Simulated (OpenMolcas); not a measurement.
**neutral arsenic: input and output**

Input:

```
&GATEWAY
Coord
1

As 0.0 0.0 0.0
Basis=ANO-RCC-VDZ
Group=XYZ
NoMove
AngMom=0.0 0.0 0.0
AMFI
&SEWARD
&RASSCF
FileOrb=start.orb
Symmetry=2
Spin=4
nActEl=3 0 0
Inactive=9 6
Ras2=0 3
CIRoot=1 1 1
SDav=1
CIMx=300
Iter=120 100
PrWF=0.3
OrbListing=Nothing
MaxOrb=0
Atom
>>> COPY $Project.JobIph JOB001
&RASSCF
FileOrb=start.orb
Symmetry=2
Spin=2
nActEl=3 0 0
Inactive=9 6
Ras2=0 3
CIRoot=8 8 1
SDav=8
CIMx=300
Iter=120 100
PrWF=0.3
OrbListing=Nothing
MaxOrb=0
Atom
CIOnly
>>> COPY $Project.JobIph JOB002
&RASSI
NrOfJobIphs=2 1 8
1
1 2 3 4 5 6 7 8
IphNames
JOB001
JOB002
EJob
SpinOrbit
DIPRint=1.0
SOCoupling=1000.0
Subsets=2
MEES
Property=10
'ANGMOM' 1 'ANGMOM' 2 'ANGMOM' 3 'MLTPL  1' 1 'MLTPL  1' 2 'MLTPL  1' 3
'AMFI' 1 'AMFI' 2 'AMFI' 3 'MLTPL  2' 6
SOProperty=3
'ANGMOM' 1 'ANGMOM' 2 'ANGMOM' 3
```

Launched by
```bash
OMP_NUM_THREADS=1 MOLCAS_MEM=2252 MOLCAS_PROJECT=a pymolcas a.inp > a.log  # once for each step of the input, in one work folder
```

A driver script runs the steps one by one and writes start.orb anew before each from the orbitals found so far, so a CI-only block uses the converged orbitals of the first block.

Output, cut to the results:

```
--- SEWARD ---
Basis set label: AS.ANO-RCC...5S4P1D.

      Electronic valence basis set:
      ------------------
      Associated Effective Charge  33.000000 au
      Associated Actual Charge     33.000000 au
      Nuclear Model: Point charge

      Shell  nPrim  nBasis  Cartesian Spherical Contaminant
         s      20       5        X
         p      17       4        X
         d      11       1                 X
                  Relativistic Douglas-Kroll-Hess integrals:
                    - DKH order of Hamiltonian: 2
                    - DKH order of Properties : 0
                  Atomic mean-field integrals
--- RASSCF ---
Wave function specifications:
      -----------------------------

      Number of closed shell electrons          30
      Number of electrons in active shells       3
      Max number of holes in RAS1 space          0
      Max nr of electrons in RAS3 space          0
      Number of inactive orbitals               15
      Number of active orbitals                  3
      Number of secondary orbitals               4
      Spin quantum number                      1.5
      State symmetry                             2
Orbital specifications:
      -----------------------

      Symmetry species                           1   2
                                                ag  au
      Frozen orbitals                            0   0
      Inactive orbitals                          9   6
      Active orbitals                            0   3
      RAS1 orbitals                              0   0
      RAS2 orbitals                              0   3
      RAS3 orbitals                              0   0
      Secondary orbitals                         1   3
      Deleted orbitals                           0   0
      Number of basis functions                 10  12
      Number of CSFs                             1
      Number of root(s) required                 1
      Iter CI   SX   CI       RASSCF       Energy    max ROT     max BLB   max BLB  Level Ln srch  Step   QN
          iter iter root      energy       change     param      element    value   shift minimum  type update
 Nr of preliminary CI iterations:   1
      Total energies have been shifted. Add                -2000.00 au
        1   1    5    1  -258.94267342    0.00E+00  -2.12E-02    3  10 1  6.12E-02*  0.11   0.00    SX    NO
        2   1    5    1  -258.94378440   -1.11E-03*  1.68E-03    3  10 1  3.70E-03*  0.11   0.00    SX    NO
        3   1    4    1  -258.94379815   -1.38E-05*  5.41E-04    9  10 1 -1.27E-03*  0.11   0.00    SX    NO
        4   1    4    1  -258.94379943   -1.27E-06* -1.92E-04    9  10 1 -4.47E-04*  0.11   0.00    SX    NO
        5   1    4    1  -258.94379958   -1.50E-07* -1.01E-04    9  10 1 -1.55E-04*  0.11   1.53    LS   YES
        6   1    3    1  -258.94379960   -2.04E-08*  1.33E-06    3  10 1 -5.01E-06   0.11   1.00    QN   YES
        7   1    2    1  -258.94379960   -1.14E-11   1.05E-07    3  10 1 -3.29E-07   0.11   1.10    QN   YES
      Convergence after  7 iterations
        8   1    2    1  -258.94379960   -1.36E-12   1.05E-07    3  10 1 -1.54E-08   0.11   1.10    QN   YES
      Natural orbitals and occupation numbers for root  1
      sym 2:   1.000000   1.000000   1.000000
::    RASSCF root number  1 Total energy:  -2258.94379960
--- RASSCF ---
Wave function specifications:
      -----------------------------

      Number of closed shell electrons          30
      Number of electrons in active shells       3
      Max number of holes in RAS1 space          0
      Max nr of electrons in RAS3 space          0
      Number of inactive orbitals               15
      Number of active orbitals                  3
      Number of secondary orbitals               4
      Spin quantum number                      0.5
      State symmetry                             2
Orbital specifications:
      -----------------------

      Symmetry species                           1   2
                                                ag  au
      Frozen orbitals                            0   0
      Inactive orbitals                          9   6
      Active orbitals                            0   3
      RAS1 orbitals                              0   0
      RAS2 orbitals                              0   3
      RAS3 orbitals                              0   0
      Secondary orbitals                         1   3
      Deleted orbitals                           0   0
...
--- RASSI ---
SPIN-FREE ENERGIES:
  (Shifted by EMIN (a.u.) =      -2258.9437995984)

 SF State       Relative EMIN(au)   Rel lowest level(eV)    D:o, cm**(-1)      L_eff

     1             0.0000000000        0.0000000000              0.0000         0.0
     2             0.0670721222        1.8251254231          14720.6293         2.0
     3             0.0670721222        1.8251254231          14720.6293         2.0
     4             0.0670721222        1.8251254231          14720.6293         2.0
     5             0.0670721222        1.8251254231          14720.6293         2.0
     6             0.0670721222        1.8251254231          14720.6293         2.0
     7             0.1117868703        3.0418757051          24534.3822         1.0
     8             0.1117868703        3.0418757051          24534.3822         1.0
     9             0.1117868703        3.0418757051          24534.3822         1.0
     Dipole printing threshold changed to   1.00000000E+00
Eigenvalues of complex Hamiltonian:
   -----------------------------------
  (Shifted by EMIN (a.u.) =      -2258.9437995984)

 SO State       Relative EMIN(au)   Rel lowest level(eV)    D:o, cm**(-1)     J-value

     1            -0.0002977117        0.0000000000              0.0000         1.0
     2            -0.0002977117        0.0000000000              0.0000         1.2
     3            -0.0002977117        0.0000000000              0.0000         1.3
     4            -0.0002977117        0.0000000000              0.0000         1.1
     5             0.0661726040        1.8087494335          14588.5480         1.0
     6             0.0661726040        1.8087494335          14588.5480         1.0
     7             0.0661726040        1.8087494336          14588.5480         1.3
     8             0.0661726040        1.8087494336          14588.5480         1.3
     9             0.0670721222        1.8332265703          14785.9694         2.3
...
```

The J values that RASSI prints are effective ones from its own formula and need not be integers or half-integers; the table below assigns J from the states.

Levels above the lowest, from the spin-orbit matrix, grouped by J:

```
Configuration  Term    J  E (eV)  Measured (eV)  Term weight %
      4s² 4p³   ⁴S°  3/2  0.0000         0.0000            100
      4s² 4p³   ²D°  3/2  1.8087         1.3133             98
      4s² 4p³   ²D°  5/2  1.8332         1.3533            100
      4s² 4p³   ²P°  1/2  3.0500         2.2548            100
      4s² 4p³   ²P°  3/2  3.0826         2.3120             98
```

Against the 4 measured excited levels shown (NIST Handbook of Basic Atomic Spectroscopic Data) the mean absolute deviation is 5100 cm-1; the largest miss in energy is 4s² 4p³ ²P°_1/2: computed 3.0500, measured 2.2548 eV (+35.3 %).

Without dynamic correlation excited terms often stand tens of per cent too high (terms of higher spin than the ground term too low), and those without a measured partner can miss by more than the paired ones. Terms from blocks run as CI alone lack orbitals of their own. With the s shell closed, the reference lacks s² → p² mixing. Computed and measured levels are paired by configuration, term and J; levels that our copy of the source lacks, or whose pairing is in doubt (as where it misses far off the trend of its configuration), stay unpaired and out of the deviations. Only configurations of the active space appear.

The RASSCF and RASSI steps took 1.8 s on 1 thread of Arm Neoverse V2 (shared host); the integral step is not counted.

The term weight is that of the spin-free term in the level, not the purity of its configuration. ° marks odd parity.
